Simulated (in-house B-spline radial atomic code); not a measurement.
Results of a calculation; reference values are marked as such.
**Building a PAW p channel for Al, r_c = 2.95 bohr**

Al, [Ne] 3s2 3p1, non-relativistic LDA (VWN5), spherical and spin-unpolarised, from an all-electron radial atomic-structure program (B-spline basis) (atomic units; all potentials screened as in the neutral atom).

Two all-electron partial waves φ1, φ2 are integrated outwards at E1 = ε(3p) = -0.102545 and E2 = E1 + 1.5 hartree; φ1 is the bound orbital and φ2 has unit norm inside r_c = 2.9499 bohr. Smooth partners are polynomials, r^2(a0 + a1 r² + a2 r⁴ + a3 r⁶), matched to φ and three derivatives at r_c, with no condition on the norm. The local potential is -1.70528 + (0.385788) r² + (-0.0395865) r⁴ + (0.00154061) r⁶ inside 2.5099 bohr and the all-electron one outside.

```tsv
wave	φ(r_c)	φ'(r_c)	a0	a1	a2	a3
1	0.5461047	-0.05033715	0.2308192	-0.03498081	0.002322955	-6.004261e-05
2	0.9406475	0.3164348	-0.6677563	0.2409732	-0.02392674	0.0007447412
```

Inside r_c the overlaps are <φi φj> = [[0.43460, -0.07339], [-0.07339, 1.00000]] and, for the smooth waves, [[0.42445, 0.06433], [0.06433, 0.58660]]. With χj = (Ej − T − V_local) applied to smooth wave j, the program's quadrature gives the matrix B_ij = <smooth i, χj> as [[0.02591, 0.14995], [-0.05663, 0.16452]].

Q: Check the match of the first wave, and find the augmentation charges q_ij.

A: At r_c the four terms are 2.00857, -2.64886, 1.53068, -0.34428, which sum to 0.5461, φ1(r_c) to rounding. q_ij is the all-electron overlap less the smooth one: [[0.01015, -0.13772], [-0.13772, 0.41340]]. The smooth first wave has a norm of 0.4244 inside r_c against 0.4346, and q11 > 0 puts back the missing charge.

Q: B isn't symmetric. Show that D_ij = B_ij + Ej q_ij is.

A: Integrating by parts gives B12 − B21 = (E1 − E2) q12: 0.14995 − (-0.05663) = 0.20658, and −1.5 × (-0.13772) = 0.20658. So D12 = 0.14995 + (1.397455)(-0.13772) = -0.04250 and D21 = -0.05663 + (-0.102545)(-0.13772) = -0.04250; D11 = 0.02487, D22 = 0.74224. The projectors, p = (B⁻¹)ᵀ χ, are dual to the smooth waves; det B = 0.013.

Solving (T + V_local + Σ p D p) ψ = E (1 + Σ p q p) ψ in a sphere of 9 bohr, whose wall lifts the free-atom level a little, gives these levels:

| all-electron | one projector | two projectors |
| --- | --- | --- |
| -0.100544 | -0.100544 | -0.100544 |
| 0.129774 | 0.129222 | 0.129712 |
| 0.468255 | 0.462810 | 0.467944 |
| 0.951769 | 0.927075 | 0.951462 |
| 1.572680 | 1.504450 | 1.572540 |

Q: What does the second projector gain?

A: With one projector the errors are 0.00, -0.55, -5.44, -24.69, -68.23 millihartree. With two the errors are 0.00, -0.06, -0.31, -0.31, -0.14 millihartree. The scattering is exact at E1 and at E2 = 1.397, and over all levels compared the largest error is 0.31 millihartree. The lowest eigenvalue of the overlap operator is 1 with one and 0.8799 with two projectors. The smooth orbital alone needs a cutoff of 2.08 hartree for 1 millihartree of kinetic energy, against 2.25 for a norm-conserving Troullier-Martins orbital of the same radius.
